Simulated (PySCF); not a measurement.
Nitrogen: a sound run and one with changed settings

Sound run: N⁺ [He] 2s2 2p2, N²⁺ [He] 2s2 2p1. Computed with PySCF 2.14 in x2c-SVPall, with the spin-free X2C one-electron Hamiltonian (Gaussian nucleus). In the sound run the correlated levels freeze 1s2. The sound run starts from symmetry-adapted Hartree-Fock orbitals and uses a fine grid where one is needed.

Changed run: a valence shell is frozen. This setting is unsound on purpose.

| species | method | sound run (hartree) | changed run (hartree) | converged |
| --- | --- | --- | --- | --- |
| N⁺ | MP2 | -53.90413 | -53.85526 | yes |
| N⁺ | CCSD(T) | -53.92629 | -53.85671 | yes |

Ionisation energy of N⁺:

```json
{"method": "UHF", "sound run (eV)": "29.351", "changed run (eV)": "29.351"}
{"method": "MP2", "sound run (eV)": "29.556", "changed run (eV)": "29.498"}
{"method": "SCS-MP2", "sound run (eV)": "29.446", "changed run (eV)": "29.400"}
{"method": "CCSD", "sound run (eV)": "29.349", "changed run (eV)": "29.537"}
{"method": "CCSD(T)", "sound run (eV)": "29.354", "changed run (eV)": "29.537"}
{"method": "CCSDT", "sound run (eV)": "n/a", "changed run (eV)": "29.537"}
{"method": "FCI", "sound run (eV)": "n/a", "changed run (eV)": "29.537"}
```

Freezing a valence shell removes pair correlation that changes on ionisation.

For comparison, NIST gives 29.601 eV between the lowest levels.
